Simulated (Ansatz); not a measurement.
Isolated molecules relaxed with PBE0-D4/def2-TZVP in Ansatz; ΔE leaves out vibrations. CCSD(T)/CBS is the MP2 limit (def2-TZVPP, def2-QZVPP) plus CCSD(T) − MP2 in def2-TZVPP, frozen cores. Functionals use def2-TZVPP. One conformer a species, not always the lowest.

Reaction (isomerisation): `N[Si]1(Cl)C=C1O` → `C[SiH](Cl)N=C=O`

(1) Is it downhill or uphill in electronic energy at CCSD(T)/CBS, and by how much? (An estimate is asked.)

(2) What do these levels give: ωB97M-V, B2PLYP, HF/def2-TZVPP, CCSD/def2-TZVPP, CCSD(T)/def2-TZVPP, HF/CBS(def2)? (Estimate.)

Largest T1 diagnostic among the species: 0.014.

## Answers

(1) Ansatz gave: Downhill: ΔE = -51.3 kcal/mol.

(2) Ansatz gave: ωB97M-V -52.4, B2PLYP -57.6, HF/def2-TZVPP -62.3, CCSD/def2-TZVPP -53.8, CCSD(T)/def2-TZVPP -53.8, HF/CBS(def2) -61.9 kcal/mol.

From PBE to PBE0 (25 % exact exchange), in def2-TZVPP and without D4, ΔE moves by +1.3 kcal/mol. In def2-TZVPP, CCSD(T) changes the Hartree–Fock value by +8.4 kcal/mol (the triples alone add −0.0 kcal/mol) and MP2 by +7.3 kcal/mol.
